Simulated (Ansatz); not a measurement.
Start from `[NH2][Sc]([NH2])[O][SiH3]` and change one atom or group to get `[NH2][Sc]([Cl])[O][SiH3]`.

Ansatz, PBE0-D4/def2-TZVP geometries, multiplicity 1. Each molecule was computed in one conformer, which needn't be the lowest.

Scalar relativity is left out up to krypton.

```json
{"property": "HOMO energy (ωB97M-V/def2-TZVPP) / eV", "`[NH2][Sc]([NH2])[O][SiH3]`": "-9.41"}
{"property": "HOMO energy (PBE0/def2-TZVPP) / eV", "`[NH2][Sc]([NH2])[O][SiH3]`": "-7.01"}
{"property": "HOMO–LUMO gap (PBE/def2-TZVPP) / eV", "`[NH2][Sc]([NH2])[O][SiH3]`": "3.39"}
{"property": "HOMO–LUMO gap (PBE0/def2-TZVPP) / eV", "`[NH2][Sc]([NH2])[O][SiH3]`": "5.59"}
{"property": "HOMO energy (PBE/def2-TZVPP) / eV", "`[NH2][Sc]([NH2])[O][SiH3]`": "-5.69"}
{"property": "LUMO energy (ωB97M-V/def2-TZVPP) / eV", "`[NH2][Sc]([NH2])[O][SiH3]`": "0.00"}
```

Q: What does the change do to each property? (An estimate is asked.)

A: Computed: 
| property | `[NH2][Sc]([Cl])[O][SiH3]` | shift |
| --- | --- | --- |
| HOMO energy (ωB97M-V/def2-TZVPP) / eV | -10.08 | -0.67 |
| HOMO energy (PBE0/def2-TZVPP) / eV | -7.69 | -0.68 |
| HOMO–LUMO gap (PBE/def2-TZVPP) / eV | 3.38 | -0.01 |
| HOMO–LUMO gap (PBE0/def2-TZVPP) / eV | 5.63 | 0.04 |
| HOMO energy (PBE/def2-TZVPP) / eV | -6.36 | -0.67 |
| LUMO energy (ωB97M-V/def2-TZVPP) / eV | -0.49 | -0.49 |

Positive LUMOs are unbound, so they and the gaps depend on the basis.
